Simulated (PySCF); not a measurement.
## From computed data to an observable: oscillator strength and radiative lifetime

Ga(F)2(SeH) (F2GaHSe), SMILES [F][Ga]([F])[SeH].

Geometry optimised at B3LYP-D3(BJ)/def2-SVP. The values are those of a single conformer.

TDDFT-PBE/def2-SVPD (PySCF 2.14.0) puts the first singlet state with f over 0.02 at 6.53 eV (vertical), with the transition dipole (-0.055, -1.409, 0.000) in atomic units.

Question: Find the oscillator strength, the wavelength and the radiative lifetime that this transition would have in vacuum if emission retraced absorption.

Answer: 
|μ|² = 1.9883 au, so |μ| = 3.58 D. ΔE = 6.53/27.211 = 0.2400 hartree. f = (2/3) ΔE |μ|² = 0.318 (the program prints 0.318).
λ = 1239.84/6.53 = 190 nm; ν = 52668 cm⁻¹.
Einstein's coefficient A = 0.6670 ν² f s⁻¹ (ν in cm⁻¹) = 5.9e8 s⁻¹, so τ = 1/A = 1.7 ns. This state is S6; the lower singlets have f = 0.019, 0.006, 0.012, 0.015, 0.000. The figure is the radiative limit of this one transition; relaxation, internal conversion, crossing to triplets and a medium change what is measured.
